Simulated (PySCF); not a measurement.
In(H)(OMe)2 (C₂H₇InO₂), SMILES C[O][InH][O]C.

The structure is a stationary point at r2SCAN-D4/def2-SVP. The structure was generated by enumeration; whether it is a known compound was not checked. The def2 effective core potentials stand for the cores of In; spin–orbit coupling is left out. One conformer was computed; it need not be the lowest.

The numbers are results of TDDFT-LC-ωPBE/def2-SVPD (PySCF), not measurements.

Vertical excitations. 

Computed excitation energies, oscillator strengths and character:
| state | energy (eV) | λ (nm) | f | main pairs |
|---|---|---|---|---|
| S1 | 5.70 | 218 | 0.000 | HOMO→LUMO+1 80 % |
| S2 | 5.90 | 210 | 0.006 | HOMO→LUMO 50 %, HOMO−1→LUMO+1 37 % |
| S3 | 5.98 | 207 | 0.001 | HOMO−1→LUMO 91 % |
| S4 | 6.13 | 202 | 0.031 | HOMO−2→LUMO+1 73 % |
| S5 | 6.36 | 195 | 0.004 | HOMO−2→LUMO 51 %, HOMO−3→LUMO+1 23 % |
| S6 | 6.48 | 191 | 0.119 | HOMO−1→LUMO+1 34 %, HOMO→LUMO 28 %, HOMO−3→LUMO 20 %, HOMO−2→LUMO 7 % |
| S7 | 6.50 | 191 | 0.036 | HOMO−3→LUMO 70 % |
| S8 | 6.98 | 178 | 0.132 | HOMO−3→LUMO+1 45 %, HOMO−2→LUMO 32 %, HOMO−1→LUMO+3 11 % |
| S9 | 7.64 | 162 | 0.004 | HOMO→LUMO+3 39 %, HOMO−2→LUMO+2 17 %, HOMO→LUMO+2 15 %, HOMO−2→LUMO+3 9 % |
| S10 | 7.79 | 159 | 0.077 | HOMO−1→LUMO+3 36 %, HOMO−1→LUMO+2 17 %, HOMO−3→LUMO+2 10 %, HOMO−3→LUMO+1 9 % |
| T1 | 5.28 | 235 | 0 | HOMO→LUMO+1 73 % |
| T2 | 5.43 | 228 | 0 | HOMO−1→LUMO+1 55 %, HOMO→LUMO 22 % |
| T3 | 5.56 | 223 | 0 | HOMO→LUMO 65 %, HOMO−1→LUMO+1 17 % |
| T4 | 5.59 | 222 | 0 | HOMO−2→LUMO+1 67 % |
Triplets are in the Tamm–Dancoff approximation, which puts them higher than full response would, so one can lie above its singlet here.
